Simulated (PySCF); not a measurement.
Bonding in propylcyclobutane

Compound: propylcyclobutane, C₇H₁₄.
SMILES with atom numbers: `[CH3:1][CH2:2][CH2:3][CH:4]1[CH2:5][CH2:6][CH2:7]1` (hydrogens: H8, H9, H10 on C1; H11, H12 on C2; H13, H14 on C3; H15 on C4; H16, H17 on C5; H18, H19 on C6; H20, H21 on C7)

Cartesian coordinates in Å at the PBE0-D3(BJ)/def2-SVP level; atoms count from 1:
```xyz
21
C7H14 angstrom
C      3.1121   -0.2242    0.4672
C      1.7044   -0.6257    0.0574
C      0.7326    0.5453   -0.0017
C     -0.6776    0.1444   -0.3802
C     -1.8040    1.1977   -0.3385
C     -2.7520    0.1077    0.1953
C     -1.5120   -0.7117    0.5986
H      3.1193    0.2405    1.4665
H      3.7909   -1.0901    0.4989
H      3.5394    0.5081   -0.2369
H      1.7306   -1.1228   -0.9287
H      1.3150   -1.3821    0.7617
H      1.1042    1.2975   -0.7217
H      0.7090    1.0528    0.9809
H     -0.6687   -0.3427   -1.3719
H     -2.0704    1.7102   -1.2757
H     -1.5957    1.9625    0.4278
H     -3.4672    0.3850    0.9843
H     -3.3094   -0.3781   -0.6206
H     -1.5361   -1.8023    0.4523
H     -1.2171   -0.5082    1.6418
```

Bond orders from the PBE0/pcSseg-1 density (PySCF). Geometry: PBE0-D3(BJ)/def2-SVP, one conformer, isolated molecule.

(1) Where do the orders between heavy atoms depart from those drawn in the SMILES?

(2) Give the Mayer order of every bond, beside its length.

Results:

(1) The largest departure is 0.065, at C1–C2 (drawn single, 1.065).

(2) 
```tsv
bond	drawn as	length (Å)	Mayer order
C1–C2	single	1.520	1.065
C2–C3	single	1.523	1.024
C3–C4	single	1.514	1.018
C4–C5	single	1.543	0.997
C5–C6	single	1.540	1.028
C6–C7	single	1.540	1.031
C7–C4	single	1.545	0.987
C1–H8	single	1.102	0.966
C1–H9	single	1.101	0.967
C1–H10	single	1.102	0.966
C2–H11	single	1.105	0.951
C2–H12	single	1.104	0.948
C3–H13	single	1.106	0.946
C3–H14	single	1.106	0.943
C4–H15	single	1.105	0.933
C5–H16	single	1.101	0.961
C5–H17	single	1.102	0.947
C6–H18	single	1.100	0.962
C6–H19	single	1.101	0.950
C7–H20	single	1.101	0.961
C7–H21	single	1.103	0.946
```

By pair of heavy elements: C–C: lowest C7–C4 (0.987, 1.545 Å), highest C1–C2 (1.065, 1.520 Å); in 1 of the 21 pairs the longer bond (by over 0.003 Å) has the higher order (by 0.02 or more).

Q: Sum the orders of all bonds at each heavy atom with more than one neighbour and set the sums beside the valence in the SMILES.

A: C1 3.964 (drawn 4), C2 3.988 (drawn 4), C3 3.931 (drawn 4), C4 3.935 (drawn 4), C5 3.933 (drawn 4), C6 3.971 (drawn 4), C7 3.925 (drawn 4). Orders between atoms that aren't bonded are not in these sums.

Mayer orders depend on the basis set.

These values come from a run that also computed NMR shieldings. Time: 22 s of wall time; peak memory 0.98 GiB. Hardware: an Arm Neoverse V2 with one thread (shared host).
